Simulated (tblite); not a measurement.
Compound: C₄H₁₃BS.
SMILES with atom numbers: `[BH3-:1][S@+:2]([CH3:3])[CH2:4][CH2:5][CH3:6]` (hydrogens: H7, H8, H9 on B1; H10, H11, H12 on C3; H13, H14 on C4; H15, H16 on C5; H17, H18, H19 on C6)

Computed with GFN2-xTB (tblite), gas phase: Langevin dynamics at 300 K from the optimised GFN2-xTB geometry, time step 0.5 fs, friction 0.01 fs⁻¹, 2000 steps.

Start geometry:
```
atom  x, y, z in Å
B1     -2.655   -0.274    0.539
S2     -1.226    0.804   -0.299
C3     -1.193    0.056   -1.957
C4      0.254    0.016    0.437
C5      1.564    0.562   -0.107
C6      2.751   -0.077    0.606
H7     -2.631    0.052    1.678
H8     -3.635    0.062   -0.036
H9     -2.334   -1.403    0.344
H10    -1.184   -1.025   -1.864
H11    -2.103    0.372   -2.457
H12    -0.328    0.412   -2.507
H13     0.170    0.218    1.505
H14     0.169   -1.059    0.279
H15     1.588    1.644    0.032
H16     1.637    0.360   -1.177
H17     2.734   -1.157    0.482
H18     3.685    0.300    0.198
H19     2.724    0.146    1.670
```

The statistics below take the 31 frames saved every 25 fs from 250 to 1000 fs; their kinetic temperature (all 3N coordinates) averages 272 K.

Q: How do the bond lengths spread?

A: 
```csv
bond,start (Å),mean (Å),standard deviation (Å),shortest (Å),longest (Å)
B1–S2,1.977,1.983,0.060,1.869,2.092
S2–C3,1.819,1.822,0.030,1.771,1.889
S2–C4,1.831,1.839,0.037,1.774,1.935
C4–C5,1.521,1.523,0.032,1.439,1.572
C5–C6,1.525,1.527,0.029,1.474,1.590
B1–H7,1.185,1.184,0.028,1.125,1.243
B1–H8,1.185,1.191,0.027,1.133,1.254
B1–H9,1.189,1.196,0.033,1.149,1.304
C3–H10,1.085,1.097,0.050,1.005,1.193
C3–H11,1.085,1.088,0.025,1.042,1.149
C3–H12,1.085,1.087,0.034,1.015,1.152
C4–H13,1.090,1.093,0.031,1.037,1.146
C4–H14,1.090,1.093,0.023,1.039,1.144
C5–H15,1.091,1.098,0.029,1.040,1.160
C5–H16,1.092,1.092,0.028,1.048,1.152
C6–H17,1.088,1.098,0.024,1.068,1.187
C6–H18,1.087,1.090,0.027,1.038,1.145
C6–H19,1.087,1.097,0.036,1.032,1.178
```

Q: Give the same statistics for bond angles, one of each kind among heavy atoms.

A: 
```json
{"angle": "B1–S2–C3", "start (°)": "100.1", "mean (°)": "102.7", "standard deviation (°)": "4.9", "smallest (°)": "93.4", "largest (°)": "110.1"}
{"angle": "B1–S2–C4", "start (°)": "100.3", "mean (°)": "102.5", "standard deviation (°)": "5.7", "smallest (°)": "90.9", "largest (°)": "112.5"}
{"angle": "C3–S2–C4", "start (°)": "100.1", "mean (°)": "100.1", "standard deviation (°)": "3.4", "smallest (°)": "93.2", "largest (°)": "109.2"}
{"angle": "S2–C4–C5", "start (°)": "113.4", "mean (°)": "111.7", "standard deviation (°)": "3.5", "smallest (°)": "103.5", "largest (°)": "119.9"}
{"angle": "C4–C5–C6", "start (°)": "110.7", "mean (°)": "111.5", "standard deviation (°)": "4.3", "smallest (°)": "103.5", "largest (°)": "120.9"}
```

Q: How far does each atom move about its mean position (frames aligned on the start, all atoms weighted alike), and what rms force does it feel?

A: 
```
atom  rms displacement (Å)  rms force (eV/Å)
  B1                  0.16              1.30
  S2                  0.12              0.99
  C3                  0.16              2.19
  C4                  0.18              1.69
  C5                  0.14              1.92
  C6                  0.17              1.99
  H7                  0.27              0.67
  H8                  0.32              0.64
  H9                  0.34              0.69
 H10                  0.37              1.66
 H11                  0.33              0.94
 H12                  0.21              1.17
 H13                  0.27              1.05
 H14                  0.26              0.83
 H15                  0.26              0.93
 H16                  0.30              0.97
 H17                  0.37              0.84
 H18                  0.23              1.02
 H19                  0.35              1.21
```

The displacements run from 0.12 to 0.37 Å.

Q: How widely does the potential energy scatter, against a harmonic estimate?

A: Mean 0.61 eV above the start, standard deviation 0.125 eV, range 0.35 to 0.86 eV. For 51 classical harmonic modes at 300 K the canonical values are 51kT/2 = 0.66 eV and kT·√(51/2) = 0.131 eV.

The run is classical and short, so these are rough statistics of one trajectory.

What follows is the cost of the whole dynamics run. Hardware: one thread, Intel Xeon at 2.50 GHz (x86_64), no GPU, shared host with 64 logical CPUs at a one-minute load of 59. Cost: 38 s of wall time, 0.18 GiB resident at most.
